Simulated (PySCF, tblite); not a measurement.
Bond stretch in Au2, singlet.

- GFN2-xTB, 300 K electronic temperature (tblite)
- UKS-LDA (SVWN5) = unrestricted LDA (SVWN5)/def2-TZVP, def2 effective core potentials past Kr (PySCF)
- RMP2 = MP2 on RHF/def2-TZVP, def2 effective core potentials past Kr run with PySCF
- UCCSD(T) = CCSD(T) on UHF/def2-TZVP, def2 effective core potentials past Kr run with PySCF

Energies relative to the lowest point of each curve near equilibrium, in kJ/mol:

```
R / Å  GFN2-xTB  UKS-LDA (SVWN5)   RMP2
-----  --------  ---------------  -----
2.02      293.4            288.4  295.8
2.25       54.5             44.0   43.2
2.37       11.7              6.4    5.7
2.52        0.0              0.5    2.2
2.77       31.3             35.7   44.1
3.76      236.4            204.8  238.0
4.14      289.8            240.2  280.0
4.50      323.7            258.7  306.0
5.07      351.8            269.9  326.9
5.60      360.0            272.9  330.6
6.74      362.1            274.1  308.5
7.62      362.3            274.2  278.1
```

### Question
Estimate the UCCSD(T) values at these points.

### Answer
2.02: 332.8; 2.25: 60.1; 2.37: 13.6; 2.52: 0.0; 2.77: 28.2; 3.76: 168.9; 4.14: 181.1; 4.50: 186.1; 5.07: 189.3; 5.60: 190.5; 6.74: 191.6; 7.62: 191.8 (kJ/mol).

The unrestricted determinant behind UKS-LDA (SVWN5) is spin-contaminated at 4.14 to 7.62 Å (<S²> up to 1.0, against 0.00 for a pure singlet). The restricted form behind RMP2 keeps the bonding electrons paired and can't separate into open-shell fragments. The unrestricted determinant behind UCCSD(T) is spin-contaminated at 2.77 to 7.62 Å (<S²> up to 1.0, against 0.00 for a pure singlet).
